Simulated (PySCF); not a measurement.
# Phosphorus: a sound run and one with changed settings

Sound run: P²⁺ [Ne] 3s2 3p1, P³⁺ [Ne] 3s2. Calculation: PySCF 2.14, in pcseg-2 (5s4p2d1f, 34 functions); no relativity, point nucleus. In the sound run the correlated levels freeze [Ne]. The sound run starts from symmetry-adapted Hartree-Fock orbitals and uses a fine grid where one is needed.

Changed run: scalar relativity by spin-free X2C-1e. This setting is unsound on purpose.

```json
{"species": "P²⁺", "method": "UHF", "sound run (hartree)": "-339.64061", "changed run (hartree)": "-340.37915", "converged": "yes"}
{"species": "P²⁺", "method": "M06-L", "sound run (hartree)": "-340.14822", "changed run (hartree)": "-340.88784", "converged": "yes"}
{"species": "P²⁺", "method": "M06-2X", "sound run (hartree)": "-340.14803", "changed run (hartree)": "-340.88870", "converged": "yes"}
{"species": "P²⁺", "method": "MP2", "sound run (hartree)": "-339.68520", "changed run (hartree)": "-340.42376", "converged": "yes"}
{"species": "P²⁺", "method": "CCSD(T)", "sound run (hartree)": "-339.70473", "changed run (hartree)": "-340.44321", "converged": "yes"}
{"species": "P³⁺", "method": "UHF", "sound run (hartree)": "-338.55477", "changed run (hartree)": "-339.29269", "converged": "yes"}
{"species": "P³⁺", "method": "M06-L", "sound run (hartree)": "-339.04516", "changed run (hartree)": "-339.78417", "converged": "yes"}
{"species": "P³⁺", "method": "M06-2X", "sound run (hartree)": "-339.04594", "changed run (hartree)": "-339.78603", "converged": "yes"}
{"species": "P³⁺", "method": "MP2", "sound run (hartree)": "-338.58922", "changed run (hartree)": "-339.32714", "converged": "yes"}
{"species": "P³⁺", "method": "CCSD(T)", "sound run (hartree)": "-338.60360", "changed run (hartree)": "-339.34142", "converged": "yes"}
```

Ionisation energy of P²⁺:

| method | sound run (eV) | changed run (eV) |
| --- | --- | --- |
| UHF | 29.547 | 29.564 |
| M06-L | 30.016 | 30.032 |
| M06-2X | 29.990 | 30.005 |
| MP2 | 29.823 | 29.841 |
| SCS-MP2 | 29.814 | 29.831 |
| CCSD | 29.937 | 29.955 |
| CCSD(T) | 29.963 | 29.981 |

Most of the change in total energy is the relativistic energy itself. On top of that the contraction fixes the core shape for the Hamiltonian it was made with, so the changed run is not a good calculation with the other Hamiltonian either.

For comparison, NIST gives 30.203 eV between the lowest levels.
